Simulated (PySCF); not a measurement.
C2H9FOSi2, SMILES C[Si@H](O)[C@H](F)[SiH3]. Geometry optimised at PBE-D3(BJ)/def2-SVP. The structure was generated by enumeration; whether it is a known compound was not checked. Other conformers were not sampled.

Give the equilibrium geometry at PBE-D3(BJ)/def2-SVP (PySCF confirms it by a frequency run) as bond lengths and angles. (Estimate from the structure and the level; the computed values follow.)

Several could match; the one computed here: 
Atoms: C1 Si2 O3 C4 F5 Si6 H7 H8 H9 H10 H11 H12 H13 H14 H15. Bond lengths (Å): C1–Si2 1.878, C1–H7 1.109, C1–H8 1.110, C1–H9 1.108, Si2–O3 1.687, Si2–C4 1.904, Si2–H10 1.511, O3–H11 0.973, C4–F5 1.420, C4–Si6 1.911, C4–H12 1.116, Si6–H13 1.505, Si6–H14 1.504, Si6–H15 1.503. Bond angles (°): Si2–C1–H7 112.6, Si2–C1–H8 110.3, Si2–C1–H9 109.1, H7–C1–H8 107.8, H7–C1–H9 108.9, H8–C1–H9 108.0, C1–Si2–O3 112.7, C1–Si2–C4 108.1, C1–Si2–H10 111.2, O3–Si2–C4 105.5, O3–Si2–H10 110.8, C4–Si2–H10 108.3, Si2–O3–H11 115.3, Si2–C4–F5 108.1, Si2–C4–Si6 115.2, Si2–C4–H12 108.8, F5–C4–Si6 107.7, F5–C4–H12 108.3, Si6–C4–H12 108.5, C4–Si6–H13 109.7, C4–Si6–H14 109.8, C4–Si6–H15 109.5, H13–Si6–H14 109.2, H13–Si6–H15 109.7, H14–Si6–H15 108.9.
